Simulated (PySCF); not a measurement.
Where the electron goes

Species: C5H10Cl2O.
Geometry (PBE0-D3(BJ)/def2-SVP, Å), atoms numbered from 1 in this order:
```xyz
18
C5H10Cl2O angstrom
C     -2.2039   -0.4167   -0.9503
C     -1.0474   -0.5489    0.0265
C      0.1987    0.1773   -0.4644
O      0.6363   -0.3055   -1.7043
C      1.3855    0.1795    0.5218
C      2.5785    0.9459   -0.0004
Cl     1.8922   -1.5374    0.7969
Cl     0.8776    0.8864    2.0865
H     -2.5303    0.6311   -1.0449
H     -3.0708   -1.0078   -0.6212
H     -1.9101   -0.7627   -1.9518
H     -1.3257   -0.1567    1.0154
H     -0.7898   -1.6108    0.1785
H     -0.0458    1.2426   -0.6210
H      0.8780   -1.2328   -1.5717
H      2.3028    2.0027   -0.1286
H      3.4165    0.8764    0.7046
H      2.8722    0.5346   -0.9745
```

Computed, not measured: PySCF 2.14.0, density-fitted response routines, TDDFT PBE0/def2-SVPD, vertical, gas phase, core orbitals frozen in the response.

Frontier orbitals with the atoms that hold most of them (Löwdin shares over 4%, at most four atoms; ? is withheld):

| orbital | ε (eV) | atoms |
| --- | --- | --- |
| LUMO+2 | 0.62 | Cl7 16%, Cl8 15%, O4 12%, C5 8% |
| LUMO+1 | 0.24 | Cl8 32%, C5 23%, Cl7 15%, O4 5% |
| LUMO | ? | ? |
| HOMO | -8.27 | O4 38%, Cl8 18%, C3 9%, C5 8% |
| HOMO-1 | -8.78 | ? |
| HOMO-2 | -9.06 | Cl7 56%, Cl8 13%, C2 7%, C5 5% |
| HOMO-3 | -9.20 | Cl8 39%, O4 18%, Cl7 13%, C3 5% |

(1) Which atoms hold the LUMO, and with what shares?

(2) Give the leading atoms of the HOMO-1.

(3) What is the LUMO energy, and the HOMO–LUMO gap?

## Answers

(1) Cl7 (bonded to C) 40%; C5 (bonded to 2 C and 2 Cl) 27%; Cl8 (bonded to C) 24%. By element: chlorine 63%, carbon 27% or more.

(2) Cl8 (bonded to C) 50%; Cl7 (bonded to C) 40%.

(3) ε(LUMO) = -0.25 eV; the gap is 8.02 eV (0.2946 hartree).

Q: How does S1 compare with the orbital gap of 8.02 eV?

A: S1 is at 6.64 eV (f = 0.0007), 1.37 eV below the gap, made of HOMO→LUMO (91%). Without the coupling terms of the response equations the lowest excitation would equal the gap.

Q: One configuration dominates each of S1, S2, S3 and S4. Which, and how do the shares of the two leading atoms of either orbital change from the occupied to the empty one?

A: 
- S1 (6.64 eV, f 0.0007), HOMO→LUMO (91%): O4 38% → at most 4%, Cl8 18% → 24%, Cl7 at most 9% → 40%, C5 8% → 27%
- S2 (6.99 eV, f 0.020), HOMO-1→LUMO (90%): Cl8 50% → 24%, Cl7 40% → 40%, C5 at most 4% → 27%
- S3 (7.08 eV, f 0.0018), HOMO→LUMO+1 (73%): O4 38% → 5%, Cl8 18% → 32%, C5 8% → 23%
- S4 (7.27 eV, f 0.0090), HOMO-2→LUMO (70%): Cl7 56% → 40%, Cl8 13% → 24%, C5 5% → 27%

Rough CPU time on one thread of a shared machine: about 1.6 min.

One conformer stands for the species.
